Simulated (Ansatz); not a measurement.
A nudged elastic band was laid between two geometries of BH$_{5}$SSe (8 atoms, charge 0, multiplicity 1).

Level of theory: UKS PBE/def2-SVP in Ansatz.

```json
{
  "movable images": "7",
  "climbing image": "yes",
  "spring": "5.0 eV/Å²",
  "optimiser": "lbfgs",
  "start path": "through a guess of the saddle point",
  "force threshold": "0.05 eV/Å",
  "iteration limit": "60",
  "end points": "relaxed",
  "largest step": "0.5 Å"
}
```

Initial state:

```xyz
8
Properties=species:S:1:pos:R:3
B -0.651 -0.550 -0.386
S 0.826 -0.708 -1.486
H -0.962 -1.604 0.145
H -1.552 0.208 -0.706
H 0.548 1.745 1.083
Se -0.125 0.531 1.619
H 0.722 0.489 -2.129
H 1.195 -0.111 1.860
```

Final state:

```xyz
8
Properties=species:S:1:pos:R:3
B -0.730 -0.455 0.032
S 0.704 -0.033 -1.414
H -0.435 -1.613 0.276
H -1.729 -0.291 -0.652
H 1.842 0.028 -0.660
Se -0.677 0.854 1.556
H 0.620 1.331 -1.461
H 0.405 0.179 2.324
```

Problem. Which bonds break or form, and what moves?

Solution. Bonds broken: H5–Se6. Bonds formed: S2–H5.

Problem. Give the energies along the band, and the barrier.

Solution. The run converged. The highest image is number 4 of 0 to 8, 7.4 kcal/mol above the first end and 7.2 kcal/mol above the last; the last end lies 0.1 kcal/mol above the first. Another band between the same ends (7 images) ends at a top of the same energy, where a vibrational analysis finds 1 clearly imaginary mode. The orbitals were unrestricted but ended closed-shell.

```csv
image,path coordinate (Å),energy (kcal/mol),H5–Se6 (Å),S2–H5 (Å)
0,0.00,0.0,1.49,3.56
1,0.49,0.4,1.49,3.21
2,0.98,1.6,1.48,2.85
3,1.47,4.2,1.51,2.35
4,1.95,7.4,1.72,1.75
5,2.46,4.0,2.31,1.41
6,2.96,1.9,2.79,1.37
7,3.47,0.7,3.14,1.37
8,3.97,0.1,3.45,1.37
```

Problem. What is the geometry of the highest image?

Solution. 
```xyz
8
Properties=species:S:1:pos:R:3
B -0.653 -0.473 -0.167
S 0.973 -0.189 -1.267
H -0.700 -1.624 0.218
H -1.644 0.008 -0.682
H 0.982 0.781 0.195
Se -0.147 0.822 1.497
H 0.512 0.847 -2.024
H 0.678 -0.173 2.231
```

Run time: 3.6 min on 2 threads of Intel(R) Xeon(R) 6975P-C (Granite Rapids), with other jobs on the host, peak memory 0.18 GiB.
